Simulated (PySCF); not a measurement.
Question: Write Cartesian coordinates for `C#C[SiH2][C@@H]([SiH3])[SiH2]OCC` as optimised with GFN2-xTB.

Answer: 
```xyz
23
C5H14OSi3 angstrom
C      2.9509   -2.0687   -0.9634
C      2.4866   -1.5628    0.0233
Si     1.7572   -0.7940    1.5426
C      0.9511    0.8629    1.0596
Si     2.1950    2.1643    0.4708
Si    -0.4213    0.6690   -0.2245
O     -1.3642   -0.4770    0.4270
C     -2.4409   -1.1494   -0.1540
C     -3.6027   -0.2244   -0.4826
H      3.3608   -2.5085   -1.8277
H      2.8510   -0.5601    2.5021
H      0.8027   -1.7452    2.1262
H      0.4903    1.2535    1.9709
H      3.2180    2.3759    1.5010
H      1.5129    3.4409    0.2361
H      2.8376    1.7372   -0.7718
H      0.0805    0.2416   -1.5361
H     -1.1579    1.9269   -0.4242
H     -2.7591   -1.9111    0.5665
H     -2.1005   -1.6542   -1.0663
H     -4.4438   -0.8019   -0.8561
H     -3.9089    0.3165    0.4087
H     -3.3001    0.4957   -1.2378
```

Orientation and origin are arbitrary. Atoms count from 1 in this order. Of the pairs four or more bonds apart, Si6···H23 is among the closest relative to their van der Waals radii: 3.06 Å, 93 % of the sum of Bondi's values. Si3 (SiH2 silicon) is tetrahedral (angles from 107.9° to 112.9°). The C–C distances run from 1.202 Å (C1≡C2, drawn triple) to 1.521 Å (C8–C9, drawn single), a spread of 0.319 Å. Si6 (oxygen-bound silicon) is distorted tetrahedral (angles from 102.8° to 112.9°).

Bonds between heavy atoms (Å): C1≡C2 1.202, C2–Si3 1.852, Si3–C4 1.905, C4–Si5 1.894, C4–Si6 1.889, Si6–O7 1.621, O7–C8 1.396, C8–C9 1.521.

Computed geometry: GFN2-xTB, gas phase.

Point group: C1 (no symmetry element, even within 0.4 Å). No frequency check. The numbers are those of one conformer (C2–Si3–C4–Si5 -66°, Si3–C4–Si6–O7 52°, C4–Si6–O7–C8 -171°, Si6–O7–C8–C9 -64°).
